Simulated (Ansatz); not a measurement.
Geometry optimisation, Ansatz 0.2.0, RKS PBE-D4/6-31G.

Input file:

```yaml
crystal:
  periodic: [false, false, false]
  atoms:
    - { symbol: C, position_ang: [1.9473, 0.3001, -0.2258] }
    - { symbol: C, position_ang: [0.8255, -0.554, 0.382] }
    - { symbol: "N", position_ang: [1.3974, -1.8506, 0.6744] }
    - { symbol: C, position_ang: [-0.305, -0.7678, -0.551] }
    - { symbol: C, position_ang: [-1.1577, 0.475, -0.9682] }
    - { symbol: Si, position_ang: [-2.1262, 1.3728, 0.3861] }
    - { symbol: H, position_ang: [2.2581, -0.0368, -1.2046] }
    - { symbol: H, position_ang: [1.5652, 1.3806, -0.3909] }
    - { symbol: H, position_ang: [2.7811, 0.4349, 0.4563] }
    - { symbol: H, position_ang: [0.5008, -0.1049, 1.3509] }
    - { symbol: H, position_ang: [2.1958, -1.7289, 1.3593] }
    - { symbol: H, position_ang: [0.7693, -2.4357, 1.1811] }
    - { symbol: H, position_ang: [-1.12, -1.4633, -0.0911] }
    - { symbol: H, position_ang: [-0.055, -1.2506, -1.4528] }
    - { symbol: H, position_ang: [-1.8849, 0.1713, -1.7164] }
    - { symbol: H, position_ang: [-0.4827, 1.2329, -1.4185] }
    - { symbol: H, position_ang: [-1.1847, 1.8921, 1.4278] }
    - { symbol: H, position_ang: [-2.8853, 2.5207, -0.1721] }
    - { symbol: H, position_ang: [-3.0809, 0.4077, 1.03] }
basis:
  gaussian: { orbitals: "6-31G" }
hamiltonian:
  xc: pbe
  dispersion: d4
relax:
  f_tol: 0.015
  max_steps: 40
```

Run as:

```bash
$ ansatz run input.yaml --threads 1 --pin off --max-ram 2048MiB --backend cpu --events-out ev --progress --plain --runs-dir out
```

Q: Where does it end, and by what steps?

A: The forces met the threshold. The force dipped under the threshold on the way, but the program's further checks kept it going. Limits of this set-up: no polarisation functions. After 10 steps the energy has fallen by 0.560 eV; H19 moved furthest, 0.54 Å.

| step | energy less start (eV) | largest force component (eV/Å) | accepted |
| --- | --- | --- | --- |
| 0 | 0.0000 | 4.182 | yes |
| 1 | -0.4684 | 1.567 | yes |
| 2 | -0.5380 | 0.281 | yes |
| 3 | -0.5456 | 0.133 | yes |
| 4 | -0.5521 | 0.086 | yes |
| 5 | -0.5550 | 0.106 | yes |
| 6 | -0.5573 | 0.088 | yes |
| 7 | -0.5593 | 0.015 | yes |
| 8 | -0.5598 | 0.029 | yes |
| 9 | -0.5599 | 0.023 | yes |
| 10 | -0.5600 | 0.008 | yes |

```xyz
19
Properties=species:S:1:pos:R:3
C 1.836 0.390 -0.111
C 0.758 -0.572 0.409
N 1.386 -1.868 0.704
C -0.366 -0.809 -0.624
C -1.146 0.455 -1.045
Si -1.978 1.425 0.408
H 2.271 -0.006 -1.045
H 1.421 1.394 -0.300
H 2.650 0.502 0.628
H 0.290 -0.102 1.314
H 2.204 -1.809 1.313
H 0.732 -2.589 1.019
H -1.078 -1.546 -0.199
H 0.095 -1.287 -1.510
H -1.952 0.174 -1.748
H -0.489 1.155 -1.594
H -0.987 2.252 1.204
H -3.032 2.374 -0.131
H -2.658 0.462 1.365
```

Whether the end is a true minimum wasn't checked by a vibrational analysis.

Run time: 85 s on 1 thread of Arm Neoverse V1, with other jobs on the host, peak memory 0.16 GiB.
